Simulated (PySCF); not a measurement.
**Low-lying terms of Ru(42+) (ruthenium, charge +42)**

Ground state 1s2, ¹S. Calculation: PySCF 2.14, in an even-tempered Gaussian basis (18 s from 4.86 bohr⁻², ratio 2.5; 9 p from 5.59 bohr⁻², ratio 2.7; 7 d from 6.4 bohr⁻², ratio 2.7; 3 f from 520 bohr⁻², ratio 2.7); the spin-free X2C one-electron Hamiltonian (Gaussian nucleus). Vertical excitation energies in eV without spin-orbit coupling; excited terms of each kind are numbered among those the solver found. Frozen: nothing.

```csv
term,leading excitation,EOM-EE-CCSD
1 3S,1s → s,19691.3
1 1S,1s → s,19750.6
1 3P°,1s → p,19857.1
1 1P°,1s → p,19896.3
2 3S,1s → s,23376.9
2 1S,1s → s,23392.5
2 3P°,1s → p,23425.8
2 1P°,1s → p,23436.5
1 3D,1s → d,23458.4
1 1D,1s → d,23458.8
2 3D,1s → d,24690.9
2 1D,1s → d,24691.1
```

The spin-orbit splitting of the hole, absent here, rivals or exceeds the spacing of these terms, so the LS terms are model states.

Only the lower part of the computed list is shown. Doubly excited terms such as np² are absent. The solver can miss terms. The 8 highest virtual orbitals were dropped.
